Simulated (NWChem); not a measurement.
System: In, doublet

Parts of the log:

```
             Northwest Computational Chemistry Package (NWChem) 7.3.0
             --------------------------------------------------------

                             Geometry "geometry" -> ""
                             -------------------------

 Output coordinates in angstroms (scale by  1.889725989 to convert to a.u.)

  No.       Tag          Charge          X              Y              Z
 ---- ---------------- ---------- -------------- -------------- --------------
    1 In                  49.0000     0.00000000     0.00000000     0.00000000

 Effective nuclear repulsion energy (a.u.)       0.0000000000

 Summary of "ao basis" -> "ao basis" (spherical)
 ------------------------------------------------------------------------------
       Tag                 Description            Shells   Functions and Types
 ---------------- ------------------------------  ------  ---------------------
 In                         def2-svp                10       26   4s4p2d

            General Information
            -------------------
          SCF calculation type: DFT
          Wavefunction type:  spin polarized.
          No. of atoms     :     1
          No. of electrons :    21
           Alpha electrons :    11
            Beta electrons :    10
          Charge           :     0
          Spin multiplicity:     2
          Use of symmetry is: off; symmetry adaption is: off
          Maximum number of iterations: 150
          AO basis - number of functions:    26
                     number of shells:    10
          Convergence on energy requested:  1.00D-06
          Convergence on density requested:  1.00D-05
          Convergence on gradient requested:  5.00D-04

              XC Information
              --------------
                     Hartree-Fock (Exact) Exchange  1.000

      Superposition of Atomic Density Guess
      -------------------------------------

 Sum of atomic energies:        -218.05030190

      Non-variational initial energy
      ------------------------------

 Total energy =    -189.106467
 1-e energy   =    -334.832900
 2-e energy   =     145.726433
 HOMO         =      -0.005231
 LUMO         =      -0.005231

     ---------------------------------------------
      Total Density - Mulliken Population Analysis
     ---------------------------------------------

    Atom       Charge   Shell Charges
 -----------   ------   -------------------------------------------------------
    1 In  21    21.00   2.60 -0.60  1.09  0.92  3.25  2.75  0.27  0.74  9.72  0.28

     --------------------------------------------
      Spin Density - Mulliken Population Analysis
     --------------------------------------------

    Atom       Charge   Shell Charges
 -----------   ------   -------------------------------------------------------
    1 In  21     1.00   0.00  0.00  0.00  0.00 -0.01  0.01  0.26  0.74  0.00  0.00

   convergence    iter        energy       DeltaE   RMS-Dens  Diis-err
 ---------------- ----- ----------------- --------- --------- ---------
 d= 0,ls=0.0,diis     1   -189.1993789706 -1.89D+02  6.35D-03  3.65D-03
                                                     3.40D-03  1.65D-03
 d= 0,ls=0.0,diis     2   -189.2049414890 -5.56D-03  3.50D-03  9.09D-04
                                                     8.71D-04  2.24D-04
 d= 0,ls=0.0,diis     3   -189.2061798782 -1.24D-03  1.41D-03  1.04D-04
                                                     4.47D-04  4.72D-05
 d= 0,ls=0.0,diis     4   -189.2063274770 -1.48D-04  2.49D-04  2.76D-06
                                                     3.87D-04  3.83D-06
 d= 0,ls=0.0,diis     5   -189.2063353009 -7.82D-06  9.47D-05  1.47D-07
                                                     1.98D-04  3.98D-07
 d= 0,ls=0.0,diis     6   -189.2063361146 -8.14D-07  1.89D-05  7.40D-09
                                                     1.34D-05  1.30D-09
 d= 0,ls=0.0,diis     7   -189.2063361245 -9.90D-09  1.47D-06  7.89D-11
                                                     1.33D-07  1.42D-11

         Total DFT energy =     -189.206336124497
      One electron energy =     -334.828747349459
           Coulomb energy =      161.439059656391
    Exchange-Corr. energy =      -15.816648431429
 Nuclear repulsion energy =        0.000000000000

 Numeric. integr. density =        0.000000000000

                    DFT Final Alpha Molecular Orbital Analysis
                    ------------------------------------------

 Vector    9  Occ=1.000000D+00  E=-1.005365D+00
              MO Center= -1.8D-16, -1.8D-16, -9.3D-16, r^2= 4.6D-01
   Bfn.  Coefficient  Atom+Function         Bfn.  Coefficient  Atom+Function
  ----- ------------  ---------------      ----- ------------  ---------------
    20      0.757993  1 In d  1              17      0.364113  1 In d -2
    21     -0.342144  1 In d  2              18      0.327869  1 In d -1
    19     -0.105597  1 In d  0              25      0.060383  1 In d  1
    22      0.029006  1 In d -2              26     -0.027256  1 In d  2
    23      0.026119  1 In d -1

 Vector   10  Occ=1.000000D+00  E=-4.233008D-01
              MO Center=  6.3D-14, -1.1D-13, -1.4D-13, r^2= 2.4D+00
   Bfn.  Coefficient  Atom+Function         Bfn.  Coefficient  Atom+Function
  ----- ------------  ---------------      ----- ------------  ---------------
     3      0.664446  1 In s                  4      0.530212  1 In s
     1     -0.466980  1 In s                  2      0.102441  1 In s
    25     -0.038837  1 In d  1

 Vector   11  Occ=1.000000D+00  E=-1.996507D-01
              MO Center=  5.1D-14, -1.3D-14, -8.0D-15, r^2= 4.5D+00
   Bfn.  Coefficient  Atom+Function         Bfn.  Coefficient  Atom+Function
  ----- ------------  ---------------      ----- ------------  ---------------
    14      0.437254  1 In px                16      0.393729  1 In pz
    11      0.364092  1 In px                13      0.327849  1 In pz
    15     -0.189133  1 In py                12     -0.157487  1 In py
     8     -0.103901  1 In px                 5     -0.098094  1 In px
    10     -0.093559  1 In pz                 7     -0.088329  1 In pz

 Vector   12  Occ=0.000000D+00  E= 1.804624D-02
              MO Center=  2.1D-14,  7.2D-14, -3.8D-14, r^2= 5.6D+00
   Bfn.  Coefficient  Atom+Function         Bfn.  Coefficient  Atom+Function
  ----- ------------  ---------------      ----- ------------  ---------------
    15      0.729752  1 In py                14      0.333975  1 In px
    12      0.265522  1 In py                11      0.121517  1 In px
     9     -0.101951  1 In py                 6     -0.096083  1 In py
     8     -0.046658  1 In px                 5     -0.043973  1 In px

 Vector   13  Occ=0.000000D+00  E= 1.804624D-02
              MO Center= -9.7D-14,  2.9D-14,  1.2D-13, r^2= 5.6D+00
   Bfn.  Coefficient  Atom+Function         Bfn.  Coefficient  Atom+Function
  ----- ------------  ---------------      ----- ------------  ---------------
    16      0.618483  1 In pz                14     -0.458663  1 In px
    15      0.227154  1 In py                13      0.225036  1 In pz
    11     -0.166885  1 In px                10     -0.086406  1 In pz
    12      0.082650  1 In py                 7     -0.081433  1 In pz
     8      0.064078  1 In px                 5      0.060390  1 In px

 Vector   14  Occ=0.000000D+00  E= 2.606492D-01
              MO Center=  2.8D-14, -2.0D-13, -3.4D-13, r^2= 5.4D+00
   Bfn.  Coefficient  Atom+Function         Bfn.  Coefficient  Atom+Function
  ----- ------------  ---------------      ----- ------------  ---------------
     3      2.197852  1 In s                  4     -1.889235  1 In s
     1     -0.511854  1 In s                  2      0.182017  1 In s

                     DFT Final Beta Molecular Orbital Analysis
                     -----------------------------------------

 Vector    8  Occ=1.000000D+00  E=-1.004616D+00
              MO Center= -1.1D-15,  1.5D-15,  5.7D-16, r^2= 4.5D-01
   Bfn.  Coefficient  Atom+Function         Bfn.  Coefficient  Atom+Function
  ----- ------------  ---------------      ----- ------------  ---------------
    19      0.702558  1 In d  0              17      0.570622  1 In d -2
    20     -0.274557  1 In d  1              18      0.242887  1 In d -1
    24      0.045677  1 In d  0              22      0.037099  1 In d -2

 Vector    9  Occ=1.000000D+00  E=-1.001155D+00
              MO Center=  2.5D-16,  9.1D-16,  2.0D-16, r^2= 4.5D-01
   Bfn.  Coefficient  Atom+Function         Bfn.  Coefficient  Atom+Function
  ----- ------------  ---------------      ----- ------------  ---------------
    20      0.762662  1 In d  1              17      0.366356  1 In d -2
    21     -0.344252  1 In d  2              18      0.329889  1 In d -1
    19     -0.106248  1 In d  0              25      0.048626  1 In d  1

 Vector   10  Occ=1.000000D+00  E=-3.679922D-01
              MO Center= -1.4D-13,  1.3D-13,  1.4D-13, r^2= 2.4D+00
   Bfn.  Coefficient  Atom+Function         Bfn.  Coefficient  Atom+Function
  ----- ------------  ---------------      ----- ------------  ---------------
     3      0.712826  1 In s                  4      0.488554  1 In s
     1     -0.477836  1 In s                  2      0.106611  1 In s
    25      0.033502  1 In d  1

 Vector   11  Occ=0.000000D+00  E= 2.931411D-02
              MO Center=  2.1D-13,  1.3D-13, -1.2D-13, r^2= 5.7D+00
   Bfn.  Coefficient  Atom+Function         Bfn.  Coefficient  Atom+Function
  ----- ------------  ---------------      ----- ------------  ---------------
    14      0.526658  1 In px                15      0.514158  1 In py
    16     -0.337895  1 In pz                11      0.183924  1 In px
    12      0.179559  1 In py                13     -0.118002  1 In pz
     8     -0.071916  1 In px                 9     -0.070209  1 In py
     5     -0.067553  1 In px                 6     -0.065950  1 In py

[...]
```

Level: UHF/def2-SVP with def2 effective core potentials on In. The open p shell is one determinant without spherical averaging. No stability test was run on the SCF state. def2 effective core potentials on In; no spin-orbit coupling.

Task: Reconstruct the input file.

Result: One answer among several that fit: the input that was run:
```
start job
memory heap 200 mb stack 900 mb global 1100 mb
geometry units angstroms noautoz
  In     0.000000     0.000000     0.000000
end
basis spherical
  * library def2-svp
end
ecp
  In library def2-ecp
end
dft
  odft
  mult 2
  xc hfexch
  iterations 150
  mulliken
end
task dft energy
```
